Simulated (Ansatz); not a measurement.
The first iterations of a band of CH$_{3}$F$_{2}$NTe (8 atoms, charge 0, multiplicity 1).

The calculation used RKS PBE0-D4/def2-SVP in Ansatz.

```
movable images  : 7
climbing image  : yes
spring          : 0.1 eV/Å²
optimiser       : quadratic models (default)
start path      : IDPP
force threshold : 0.05 eV/Å
iteration limit : 60
end points      : relaxed
```

Image 0:

```xyz
8
Properties=species:S:1:pos:R:3
N -0.027 1.245 -0.305
C 0.280 -0.111 -0.182
F 1.032 -0.476 -1.233
F 1.023 -0.419 0.919
Te -1.598 -1.247 -0.097
H -0.533 1.598 0.501
H 0.812 1.798 -0.477
H -0.897 -2.445 0.819
```

Image 8:

```xyz
8
Properties=species:S:1:pos:R:3
N -0.021 1.264 -0.209
C 0.307 -0.043 0.157
F 0.904 -0.768 -0.832
F 1.201 0.002 1.156
Te -1.537 -1.071 0.764
H -0.640 1.289 -1.014
H 0.816 1.822 -0.377
H -0.937 -2.551 0.299
```

| iteration | highest image above the first end (eV) | largest band force component (eV/Å) |
| --- | --- | --- |
| 1 | 0.306 | 1.275 |
| 2 | 0.215 | 0.292 |

Problem. Does the band converge within its limit, and where does its top end?

Solution. The run converged. It ended after 7 iterations with the highest image 0.206 eV above the first end. Another band between the same ends (7 images) ends at a top of the same energy, where a vibrational analysis finds 2 clearly imaginary modes.

Time of the run: 120 s on 2 threads of Intel(R) Xeon(R) Platinum 8488C (Sapphire Rapids) (shared host), peak memory 0.24 GiB.
